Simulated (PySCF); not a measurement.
## EPR parameters of C5H6F3S

C5H6F3S (doublet state).
Geometry (GFN2-xTB, Å), atoms numbered from 1 in this order:
```xyz
15
C5H6F3S angstrom
F      1.9194   -1.1001    1.3351
C      1.2633    0.0305    1.0160
F      1.8323    1.0624    1.6849
C      1.0698    0.2852   -0.4633
F      1.8186   -0.5755   -1.2381
C     -0.4151    0.0868   -0.7936
C     -0.8717   -1.2360   -0.1732
S     -1.2207   -0.3835    1.4103
C     -1.2377    0.9546    0.1580
H      1.3960    1.3049   -0.7100
H     -0.5972    0.2120   -1.8622
H     -1.7967   -1.6195   -0.5968
H     -0.1245   -2.0220   -0.1030
H     -2.2568    1.1254   -0.1810
H     -0.7836    1.8827    0.4951
```

The hyperfine couplings belong to this conformer and change with its torsions.

As a line formula: `F[C](F)[C@@H](F)C1CSC1` [radical].

Computed with PySCF, UKS B3LYP, pcH-1 on C F H S, non-relativistic, mean-field spin-orbit, GIAO. Geometry: GFN2-xTB, one conformer, isolated molecule. Couplings are sensitive to structure, and on GFN2-xTB geometries they can be far from those on DFT ones. Stability of the SCF solution: not tested.

```json
{
  "g1, g2, g3": "2.00083, 2.00355, 2.00534",
  "g_iso": "2.00324",
  "Form of g": "rhombic: the two nearest values differ by 40 % of g3 − g1",
  "⟨S²⟩": "0.7543 (exact 0.7500)",
  "HOMO–LUMO gap, α and β orbitals": "4.22, 5.60 eV"
}
```

Hyperfine couplings atom by atom, in 10⁻⁴ cm⁻¹; T1 to T3 are the principal values of the dipolar part; ρ(0) is the spin density at the nucleus (1 × 10⁻⁴ cm⁻¹ = 2.998 MHz):

| atom | isotope | a_iso | of which spin–orbit | T1 | T2 | T3 | Mulliken spin population | ρ(0) (bohr⁻³) |
| --- | --- | --- | --- | --- | --- | --- | --- | --- |
| F1 | 19F | 48.5 | 0.2 | -56.8 | -47.8 | 104.6 | 0.04 | 0.0344 |
| C2 | 13C | 162.5 | 0.0 | -24.5 | -24.1 | 48.6 | 0.71 | 0.4332 |
| F3 | 19F | 71.2 | 0.3 | -62.5 | -54.2 | 116.7 | 0.04 | 0.0506 |
| C4 | 13C | 16.6 | 0.0 | -1.2 | -1.0 | 2.2 | -0.01 | 0.0442 |
| F5 | 19F | 23.5 | 0.1 | -14.2 | -12.4 | 26.6 | 0.01 | 0.0167 |
| C6 | 13C | 1.4 | 0.0 | -0.9 | -0.3 | 1.1 | 0.01 | 0.0037 |
| C7 | 13C | -0.8 | 0.0 | -0.5 | -0.1 | 0.5 | -0.01 | -0.0022 |
| S8 | 33S | 12.0 | -0.2 | -7.3 | -6.6 | 13.8 | 0.18 | 0.1066 |
| C9 | 13C | 2.5 | 0.0 | -0.4 | -0.1 | 0.5 | -0.01 | 0.0067 |
| H10 | 1H | 5.7 | 0.0 | -1.6 | -1.4 | 2.9 | 0.02 | 0.0038 |
| H11 | 1H | -0.9 | 0.0 | -0.7 | -0.5 | 1.2 | 0.00 | -0.0006 |
| H12 | 1H | 2.1 | 0.0 | -0.8 | -0.4 | 1.1 | 0.00 | 0.0014 |
| H13 | 1H | 1.9 | 0.0 | -1.1 | -0.8 | 1.9 | 0.00 | 0.0012 |
| H14 | 1H | 0.0 | 0.0 | -0.8 | -0.4 | 1.1 | 0.00 | 0.0000 |
| H15 | 1H | 0.9 | 0.0 | -1.3 | -0.7 | 2.0 | 0.01 | 0.0006 |

Largest spin populations (Mulliken): C2 (+0.71) and S8 (+0.18). The angles at C2 add up to 338.4°, so it is pyramidal.

Under fast tumbling the dipolar parts average out, and these isotropic splittings remain (the largest six): 2 × 19F (F1/F3, I = 1/2, 3 lines) with 6.40 mT, 1 × 19F (F5, I = 1/2, 2 lines) with 2.52 mT, 1 × 1H (H10, I = 1/2, 2 lines) with 0.61 mT, 1 × 1H (H12, I = 1/2, 2 lines) with 0.23 mT, 1 × 1H (H13, I = 1/2, 2 lines) with 0.20 mT and 1 × 1H (H11, I = 1/2, 2 lines) with 0.10 mT.

Nuclei that the bonding pattern makes equivalent are averaged, as if the motion that swaps them (rotation, inversion, ring flip) were fast. The 19F value of +179.6 MHz is a mean of couplings from 145.5 to 213.6 MHz in this one geometry, not an average over conformers.

The 13C coupling of C2 (487.0 MHz) shows only in satellite lines or after enrichment, since that isotope makes up about 1.07 % of natural carbon.

The 33S coupling of S8 (35.9 MHz) shows only in satellite lines or after enrichment, since that isotope makes up about 0.76 % of natural sulfur.

β density exceeds α density at some nuclei, such as C7 (-0.0022), spin density in bohr⁻³. In a single determinant that takes different orbitals for the two spins, that is spin polarisation.

Time: 60 s of wall time (grids of density and orbitals included); peak memory 1.1 GiB. Hardware: an AMD EPYC 9R45 with one thread, no GPU, shared host.
